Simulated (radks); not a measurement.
The numbers below are computed, except where a source is named.
Spherical quantum dot in the effective-mass picture: electrons in a parabolic well V = omega^2 r^2 / 2 with omega = 0.429, with a point charge +1 (a donor) at the centre, all in effective atomic units (hartree* = m*/eps^2 hartree, bohr* = eps/m* bohr), one dielectric constant everywhere. Level of theory: non-relativistic Kohn-Sham, PBE, spin-polarised, spherical densities (a radial shooting solver with Libxc functionals). Levels are named by radial order and angular momentum (1s, 1p, 1d, 2s, ...), and open shells are averaged over m. Results are scaled to m* = 0.132 and eps = 9.2, for which hartree* = 42.44 meV and bohr* = 3.688 nm. Each electron was tried in the lowest free levels, single moves between levels near the top were tried too, and the lowest total energy was kept; such a search can miss a lower state. At N = 1 the Hartree and exchange-correlation terms need not cancel, so that row can carry a self-interaction error.

N	open shells	2S	E (meV)	addition energy mu(N+1) - mu(N) (meV)	e(HOMO) (meV)	rms radius (nm)
1	1s(up 1, down 0)	1	-12.8788	29.82	-0.70894	4.796
2	none	0	4.06015	42.41	26.608	5.570
3	1p(up 1, down 0)	1	63.4059	12.97	65.726	7.117
4	1p(up 2, down 0)	2	135.718	13.12	78.905	7.977
5	1p(up 3, down 0)	3	221.149	16.64	91.902	8.605
6	1p(up 3, down 1)	2	323.218	11.23	107.62	9.156
7	1p(up 3, down 2)	1	436.514	11.38	118.99	9.619
8	none	0	561.186	18.04	130.32	10.03
9	2s(up 1, down 0)	1	703.898	12.19	147.93	10.51
10	none	0	858.797	13.05	160.07	10.94
11	1d(up 1, down 0)	1	1026.75	9.632	172.78	11.33
12	1d(up 2, down 0)	2	1204.33	9.532	182.37	11.68
13	1d(up 3, down 0)	3	1391.44	9.414	191.84	12.00
14	1d(up 4, down 0)	4	1587.97	9.288	201.19	12.29
15	1d(up 5, down 0)	5	1793.78	11.46	210.42	12.57
16	1d(up 5, down 1)	4	2011.05	8.736	221.65	12.84
17	1d(up 5, down 2)	3	2237.06	8.682	230.36	13.10
18	1d(up 5, down 3)	2	2471.75	8.609	239.01	13.34
19	1d(up 5, down 4)	1	2715.05	8.525	247.58	13.57
20	none	0	2966.88	17.25	256.06	13.79
21	1f(up 1, down 0)	1	3235.95	7.962	273.07	14.04
22	1f(up 2, down 0)	2	3512.99	7.907	281.00	14.27
23	1f(up 3, down 0)	3	3797.94	7.847	288.88	14.50
24	1f(up 4, down 0)	4	4090.73	7.785	296.70	14.71
25	1f(up 5, down 0)	5	4391.31	7.722	304.45	14.92
26	1f(up 6, down 0)	6	4699.61	7.658	312.14	15.11
27	1f(up 7, down 0)	7	5015.57	9.560	319.77	15.30
28	1f(up 7, down 1)	6	5341.08	7.372	329.21	15.49
29	1f(up 7, down 2)	5	5673.97	7.336	336.56	15.67
30	1f(up 7, down 3)	4	6014.20	7.295	343.88	15.85
31	1f(up 7, down 4)	3	6361.72	7.250	351.15	16.02
32	1f(up 7, down 5)	2	6716.49	7.204	358.38	16.19
33	1f(up 7, down 6)	1	7078.47	7.157	365.56	16.35
34	none	0	7447.60	8.707	372.70	16.51
35	2p(up 1, down 0)	1	7825.44	7.126	381.40	16.66
36	2p(up 2, down 0)	2	8210.40	7.138	388.53	16.82
37	2p(up 3, down 0)	3	8602.51	-	395.67	16.97

All shells are closed at N = 2, 8, 10, 20, 34 (there: 1s2 1p6 1d10 2s2 1f14); the second difference of the energy has clear peaks (12 % above both neighbours; the first and last values, which can be the largest, are not judged, and half-filled shells can peak too) at N = 2, 5, 8, 15, 20, 27, 34.
